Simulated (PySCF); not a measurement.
Mapped SMILES: `[CH3:1][Si:2]([NH2:3])([C:4]#[N:5])[C:6]#[N:7]`; H(Xn) means a hydrogen on atom n.

PySCF 2.14.0 with density-fitted response routines calculation with GIAO PBE0/pcSseg-1 shieldings and GFN2-xTB geometry; a single conformation, rapidly exchanging positions averaged, in vacuum, relativity neglected.

δ = σ(ref) − σ, references computed at the same level: 13C (σref 186.93), 1H (σref 31.72), 29Si (σref 349.16) vs TMS; 15N (σref 267.73) against NH3.

```csv
atoms,nucleus,count,Hirshfeld charge,δ (ppm)
Si2,29Si,1,0.50,-58.7
H(C1),1H,3,0.06,0.65
N3,15N,1,-0.30,24.6
N5/N7,15N,2,-0.19,?
C1,13C,1,-0.20,-0.2
C4/C6,13C,2,-0.04,124.1
H(N3),1H,2,0.13,?
```

Complete the table.

Results:


- H(N3): 1.17 ppm, hydrogen on a nitrogen bonded to Si; exchangeable; this is the value without hydrogen bonding to other molecules
- N5/N7: 358.9 ppm, nitrile nitrogen

OH and NH positions are those of a molecule without intermolecular hydrogen bonds; in solution they move with solvent, concentration and temperature, and exchange usually removes their couplings. Shifts are as computed. Against solution values, carbons near 30 ppm lie about +3 ppm off and those near 130 ppm about +5 ppm. Of 1309 compounds with measured shifts, 239 miss one by over three times the rms of a fit or turn the order of signals round; such compounds aren't used in these exercises. Experimental scales use liquid or dissolved standards, which lie at an offset from isolated NH3 (liquid NH3: subtract about 20 ppm). Unscaled 15N shifts of sp2 nitrogen come out 20 to 40 ppm too high even then.
